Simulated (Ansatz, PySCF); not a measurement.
C₄H₅FO. Atoms are numbered in the order given.

```xyz
11

C      1.8287    -0.1197    -0.5639
C      0.6312    -0.4152     0.2980
O     -0.2611    -1.4144    -0.3241
C     -1.2877    -0.4671    -0.2874
C     -0.5579     0.5096     0.2730
F     -0.7354     1.7629     0.6622
H      2.4189     0.6992    -0.1232
H      1.5081     0.1780    -1.5731
H      2.4751    -1.0074    -0.6397
H      0.9101    -0.7768     1.3034
H     -2.2910    -0.6903    -0.6518
```

Coordinates come from a r2SCAN-D4/def2-SVP optimisation. The structure was generated by enumeration; whether it is a known compound was not checked.

Vertical ionisation energy (IE) and electron affinity (EA) in eV. Rows of orbital energies are one-electron estimates. Where ΔSCF, EOM or ADC give a negative EA the extra electron is unbound and the value depends on the basis.

| level | IE | EA |
|---|---|---|
| −ε(HOMO), −ε(LUMO), HF/def2-TZVP (PySCF) | 9.40 | -3.71 |
| −ε(HOMO), −ε(LUMO), PBE/def2-TZVP (PySCF) | 5.09 | 0.49 |
| ΔSCF, CAM-B3LYP/def2-TZVPD (Ansatz), final states of multiplicity 2 and 2 | 8.87 | -1.30 |
| ΔSCF, PBE/def2-TZVPD (Ansatz), final states of multiplicity 2 and 2 | 8.63 | -1.05 |

Task: What vertical singlet–triplet gap does ΔSCF give with CAM-B3LYP/def2-TZVPD (Ansatz, an electronic-structure program) and with PBE/def2-TZVPD (Ansatz)? (The exact figures need the calculation; the answer reports its results.)

Result: 3.83 and 3.85 eV (triplet above singlet where positive).
